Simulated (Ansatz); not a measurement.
Reaction (isomerisation): `OB([SiH3])CF` → `FBOC[SiH3]`

Program: Ansatz. Geometries: PBE0-D4/def2-TZVP. ΔE: electronic, gas phase. CCSD(T)/CBS is the MP2 limit (def2-TZVPP, def2-QZVPP) plus CCSD(T) − MP2 in def2-TZVPP, frozen cores. One conformer a species, not always the lowest.

```csv
species,CCSD/CBS(def2) energy (Eh)
`OB([SiH3])CF`,-530.49612
`FBOC[SiH3]`,-530.55579
```

Work out ΔE.

ΔE = (-530.55579) − (-530.49612) = -0.05967 Eh = -156.7 kJ/mol. CCSD(T)/CBS gives -155.7 kJ/mol.

Largest T1 diagnostic among the species: 0.013.

From PBE to PBE0 (25 % exact exchange), in def2-TZVPP and without D4, ΔE moves by −5.3 kJ/mol. In def2-TZVPP, CCSD(T) changes the Hartree–Fock value by +12.5 kJ/mol (the triples alone add +0.9 kJ/mol) and MP2 by +3.9 kJ/mol.
